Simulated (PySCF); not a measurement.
**Computed vibrations of [Ce(NH2)2]2+**

[Ce(NH2)2]2+ (singlet). PySCF 2.14.0, RKS PBE0, Ce lcecp-2-SVP with ECP46, N def2-SVP, H def2-SVP; non-relativistic Hamiltonian with scalar-relativistic core potentials where named; density fitting; no spin-orbit coupling. Central differences of gradients.

```xyz
7

Ce    0.0000   -0.1430   -0.1947
N     1.6113    0.5946    0.8099
H     2.6191    0.4545    0.6191
H     1.5550    1.2064    1.6432
N    -1.6113    0.5946    0.8099
H    -1.5550    1.2064    1.6432
H    -2.6191    0.4545    0.6191
```

Run from Python with OMP_NUM_THREADS=2. Where DIIS fails, smearing, a level shift and second-order steps follow.
It took 50 s on 2 threads of Arm Neoverse V2, on a shared host.

(1) What are the harmonic wavenumbers and infrared intensities?

(2) Is this a minimum?

Results:

(1) Modes are labelled in C2v; negative numbers are unstable modes, those under 60 cm⁻¹ near the noise; a finer grid moves soft modes by up to 10 cm⁻¹.
```json
{"cm⁻¹": "157", "km/mol": "0.6", "symmetry": "a1"}
{"cm⁻¹": "279", "km/mol": "0.2", "symmetry": "b1"}
{"cm⁻¹": "321", "km/mol": "0.0", "symmetry": "a2"}
{"cm⁻¹": "464", "km/mol": "18.8", "symmetry": "b2"}
{"cm⁻¹": "525", "km/mol": "41.4", "symmetry": "a1"}
{"cm⁻¹": "692", "km/mol": "98.8", "symmetry": "b2"}
{"cm⁻¹": "711", "km/mol": "14.8", "symmetry": "a1"}
{"cm⁻¹": "748", "km/mol": "0.0", "symmetry": "a2"}
{"cm⁻¹": "770", "km/mol": "593.6", "symmetry": "b1"}
{"cm⁻¹": "1479", "km/mol": "96.6", "symmetry": "b2"}
{"cm⁻¹": "1492", "km/mol": "75.1", "symmetry": "a1"}
{"cm⁻¹": "3387", "km/mol": "606.1", "symmetry": "b2"}
{"cm⁻¹": "3406", "km/mol": "201.3", "symmetry": "a1"}
{"cm⁻¹": "3467", "km/mol": "172.8", "symmetry": "b2"}
{"cm⁻¹": "3470", "km/mol": "208.9", "symmetry": "a1"}
```

(2) Yes. Ideal gas at 298.15 K and 1 bar: S = 304.0 J/(mol K), Cp = 79.4 J/(mol K), H − H(0 K) = 16.1 kJ/mol (rigid rotor, harmonic modes, spin degeneracy alone).
